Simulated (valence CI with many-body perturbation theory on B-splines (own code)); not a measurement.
## Nd⁵³⁺: electric-dipole lines

Computed by relativistic CI+MBPT: five valence electrons over a frozen Dirac-Fock core [He], radial functions for each j: 11 s, 11 p, 10 d, 8 f, 5 g, 2 h, with the one-electron correlation potential Σ1, the two-electron term Σ2, the three-electron term Σ3, Breit, model QED; selected CI, second order for the rest, scaled by the run's own slope (own B-spline code, finite nucleus).

No measured spectrum was set against this ion. As an estimate, large intervals hold to a few tenths of a per cent, small ones and those within an open d or f shell to about a per cent. Among the levels kept, up to 7300 cm⁻¹ of a level comes from second order outside the variational space, and about a tenth of that is noise between levels of different J, which matters for small intervals.

Lines 201 to 250 of 600 in falling wavelength, among levels below 7631.1 eV, chosen from the strongest by gf and those to the six lowest levels. Wavelengths and rates use the calculated energies. Electric multipoles are in the length gauge with retardation, E1 and E2 with the static RPA response of the core. Weak lines are less certain than strong ones. Lines between different terms over intervals too small for the method are left out, as are lines whose strength nearly cancels. Where a level lies close to another of its J and parity, the split of strength between their lines is uncertain. The highest levels of a list are the least certain.

Levels are named by their leading jj configuration (3d3/2^4 stands for four electrons in 3d with j = 3/2), which in mixed levels can hold well under half, so a name can repeat and another be missing. Letters in brackets count levels of one name in rising energy.

| λ vac (Å) | Upper | Lower | A (s⁻¹) | S (a.u.) |
| --- | --- | --- | --- | --- |
| 15.94 | (2s 2p1/2^2 2p3/2^2) J=5/2 | (2s^2 2p1/2^2 2p3/2) J=3/2 | 4.32e+11 | 5.18e-03 |
| 15.92 | (2p1/2^2 2p3/2^2 3p3/2) J=5/2 | (2s 2p1/2^2 2p3/2 3p3/2) J=3/2 [b] | 7.19e+11 | 8.60e-03 |
| 15.74 | (2s 2p3/2^3 3s) J=5/2 | (2s^2 2p3/2^2 3s) J=5/2 | 1.46e+12 | 1.68e-02 |
| 15.66 | (2p1/2^2 2p3/2^2 3p3/2) J=7/2 | (2s 2p1/2^2 2p3/2 3p3/2) J=5/2 [b] | 1.21e+12 | 1.84e-02 |
| 15.64 | (2p1/2^2 2p3/2^2 3p1/2) J=5/2 | (2s^2 2p1/2 2p3/2 3d5/2) J=3/2 [a] | 3.46e+11 | 3.92e-03 |
| 15.64 | (2p1/2^2 2p3/2^2 3p1/2) J=3/2 | (2s 2p1/2^2 2p3/2 3p1/2) J=1/2 | 5.69e+11 | 4.30e-03 |
| 15.62 | (2s 2p1/2 2p3/2^2 3p3/2) J=5/2 [b] | (2s^2 2p1/2 2p3/2 3p3/2) J=3/2 [a] | 3.68e+11 | 4.15e-03 |
| 15.54 | (2s 2p3/2^3 3s) J=3/2 | (2s^2 2p3/2^2 3s) J=3/2 | 1.00e+12 | 7.45e-03 |
| 15.51 | (2s 2p1/2 2p3/2^3) J=3/2 [a] | (2s^2 2p1/2 2p3/2^2) J=3/2 | 1.47e+12 | 1.08e-02 |
| 15.44 | (2p1/2^2 2p3/2^2 3s) J=5/2 | (2s 2p1/2^2 2p3/2 3s) J=3/2 [b] | 8.36e+11 | 9.11e-03 |
| 15.34 | (2s 2p1/2 2p3/2^2 3d5/2) J=7/2 [c] | (2s^2 2p1/2 2p3/2 3d5/2) J=5/2 [b] | 3.31e+11 | 4.72e-03 |
| 15.30 | (2s 2p1/2^2 2p3/2 3d5/2) J=3/2 [a] | (2s^2 2p1/2^2 3d3/2) J=3/2 | 8.04e+11 | 5.69e-03 |
| 15.29 | (2s 2p1/2 2p3/2^2 3p3/2) J=7/2 [c] | (2s^2 2p1/2 2p3/2 3p3/2) J=5/2 [b] | 4.68e+11 | 6.60e-03 |
| 15.26 | (2p1/2^2 2p3/2^2 3p3/2) J=3/2 | (2s 2p1/2^2 2p3/2 3p3/2) J=1/2 [b] | 1.04e+12 | 7.28e-03 |
| 15.25 | (2s 2p1/2 2p3/2^2 3d5/2) J=9/2 [c] | (2s^2 2p1/2 2p3/2 3d5/2) J=7/2 [b] | 5.44e+11 | 9.53e-03 |
| 15.23 | (2s 2p1/2 2p3/2^3) J=5/2 | (2s^2 2p1/2 2p3/2^2) J=5/2 | 1.46e+12 | 1.53e-02 |
| 15.23 | (2s 2p1/2 2p3/2^2 3d5/2) J=5/2 [c] | (2s^2 2p1/2 2p3/2 3d5/2) J=5/2 [b] | 5.88e+11 | 6.15e-03 |
| 15.23 | (2s 2p1/2 2p3/2^2 3p3/2) J=3/2 [e] | (2s^2 2p1/2 2p3/2 3p3/2) J=1/2 [b] | 6.51e+11 | 4.53e-03 |
| 15.15 | (2s 2p1/2 2p3/2^2 3p3/2) J=3/2 [f] | (2s 2p1/2^2 2p3/2 3s) J=1/2 | 6.49e+11 | 4.45e-03 |
| 15.13 | (2s 2p1/2 2p3/2^2 3d5/2) J=3/2 [c] | (2s^2 2p1/2 2p3/2 3d5/2) J=1/2 | 7.89e+11 | 5.39e-03 |
| 15.12 | (2s 2p1/2^2 2p3/2 3d5/2) J=7/2 [b] | (2s^2 2p1/2^2 3d5/2) J=5/2 | 1.61e+12 | 2.20e-02 |
| 15.12 | (2s 2p1/2 2p3/2^2 3d5/2) J=7/2 [e] | (2s^2 2p1/2 2p3/2 3d5/2) J=7/2 [b] | 1.17e+12 | 1.60e-02 |
| 15.11 | (2s 2p1/2 2p3/2^2 3p3/2) J=3/2 [c] | (2s^2 2p1/2 2p3/2 3p3/2) J=5/2 [a] | 9.12e+11 | 6.21e-03 |
| 15.10 | (2s 2p1/2 2p3/2^2 3d5/2) J=7/2 [b] | (2s^2 2p1/2 2p3/2 3d3/2) J=7/2 | 5.88e+11 | 8.00e-03 |
| 15.10 | (2s 2p1/2 2p3/2^3) J=1/2 | (2s^2 2p1/2 2p3/2^2) J=1/2 | 1.06e+12 | 3.59e-03 |
| 15.09 | (2s 2p1/2^2 2p3/2 3p3/2) J=5/2 [b] | (2s^2 2p1/2^2 3p3/2) J=3/2 | 1.79e+12 | 1.82e-02 |
| 15.09 | (2s 2p1/2 2p3/2^2 3p3/2) J=5/2 [e] | (2s^2 2p1/2 2p3/2 3p3/2) J=5/2 [b] | 8.52e+11 | 8.66e-03 |
| 15.08 | (2s 2p1/2 2p3/2^2 3d5/2) J=5/2 [d] | (2s^2 2p1/2 2p3/2 3d5/2) J=3/2 [b] | 8.88e+11 | 9.03e-03 |
| 15.07 | (2s 2p1/2 2p3/2^2 3d5/2) J=7/2 [c] | (2s^2 2p1/2 2p3/2 3d5/2) J=5/2 [a] | 3.63e+11 | 4.90e-03 |
| 15.06 | (2s 2p1/2 2p3/2^2 3p3/2) J=5/2 [c] | (2s^2 2p1/2 2p3/2 3p3/2) J=5/2 [a] | 7.45e+11 | 7.54e-03 |
| 15.05 | (2s 2p1/2 2p3/2^2 3d5/2) J=3/2 [c] | (2s^2 2p1/2 2p3/2 3d5/2) J=3/2 [b] | 6.26e+11 | 4.21e-03 |
| 15.03 | (2s 2p1/2 2p3/2^2 3d3/2) J=3/2 [c] | (2s^2 2p1/2 2p3/2 3d3/2) J=5/2 [a] | 5.85e+11 | 3.92e-03 |
| 15.01 | (2s 2p1/2 2p3/2^2 3s) J=1/2 [a] | (2s^2 2p1/2 2p3/2 3s) J=3/2 [a] | 1.40e+12 | 4.67e-03 |
| 14.98 | (2p1/2 2p3/2^4) J=1/2 | (2s 2p1/2 2p3/2^3) J=3/2 [b] | 4.17e+12 | 1.38e-02 |
| 14.98 | (2s 2p1/2^2 2p3/2 3d3/2) J=5/2 [b] | (2s^2 2p1/2^2 3d3/2) J=3/2 | 1.61e+12 | 1.60e-02 |
| 14.96 | (2s 2p1/2 2p3/2^2 3s) J=3/2 [c] | (2s^2 2p1/2 2p3/2 3s) J=3/2 [b] | 1.34e+12 | 8.89e-03 |
| 14.96 | (2s 2p1/2 2p3/2^2 3d5/2) J=3/2 [d] | (2s^2 2p1/2 2p3/2 3d5/2) J=1/2 | 5.55e+11 | 3.67e-03 |
| 14.96 | (2p1/2^2 2p3/2^2 3s) J=3/2 | (2s^2 2p1/2 2p3/2 3p3/2) J=5/2 [b] | 8.42e+11 | 5.57e-03 |
| 14.95 | (2s 2p1/2 2p3/2^2 3d5/2) J=5/2 [b] | (2s^2 2p1/2 2p3/2 3d5/2) J=7/2 [a] | 6.01e+11 | 5.94e-03 |
| 14.94 | (2s^2 2p1/2 2p3/2 3d5/2) J=3/2 [a] | (2s^2 2p1/2^2 3p1/2) J=1/2 | 6.02e+11 | 3.97e-03 |
| 14.94 | (2s 2p1/2^2 2p3/2 3d3/2) J=1/2 [b] | (2s^2 2p1/2^2 3d3/2) J=3/2 | 1.22e+12 | 4.03e-03 |
| 14.92 | (2s 2p1/2 2p3/2^2 3d3/2) J=5/2 [d] | (2s^2 2p1/2 2p3/2 3d3/2) J=7/2 | 1.12e+12 | 1.11e-02 |
| 14.91 | (2p1/2^2 2p3/2^2 3s) J=5/2 | (2s^2 2p1/2 2p3/2 3p3/2) J=5/2 [b] | 8.05e+11 | 7.91e-03 |
| 14.91 | (2s 2p1/2^2 2p3/2 3d5/2) J=5/2 [b] | (2s^2 2p1/2^2 3d5/2) J=5/2 | 1.84e+12 | 1.81e-02 |
| 14.91 | (2s 2p1/2 2p3/2^3) J=3/2 [b] | (2s^2 2p1/2 2p3/2^2) J=1/2 | 8.89e+11 | 5.82e-03 |
| 14.90 | (2s 2p1/2 2p3/2^2 3d5/2) J=5/2 [c] | (2s^2 2p1/2 2p3/2 3d5/2) J=3/2 [a] | 7.18e+11 | 7.04e-03 |
| 14.90 | (2s 2p1/2 2p3/2^2 3d5/2) J=5/2 [d] | (2s^2 2p1/2 2p3/2 3d5/2) J=5/2 [b] | 7.13e+11 | 6.98e-03 |
| 14.89 | (2s 2p1/2 2p3/2^2 3p3/2) J=1/2 [b] | (2s^2 2p1/2 2p3/2 3p3/2) J=3/2 [a] | 2.04e+12 | 6.65e-03 |
| 14.89 | (2s 2p1/2 2p3/2^2 3p1/2) J=3/2 [c] | (2s^2 2p1/2 2p3/2 3p1/2) J=5/2 | 1.87e+12 | 1.22e-02 |
| 14.88 | (2s 2p1/2^2 2p3/2 3d5/2) J=3/2 [b] | (2s^2 2p1/2^2 3d5/2) J=5/2 | 2.04e+12 | 1.33e-02 |
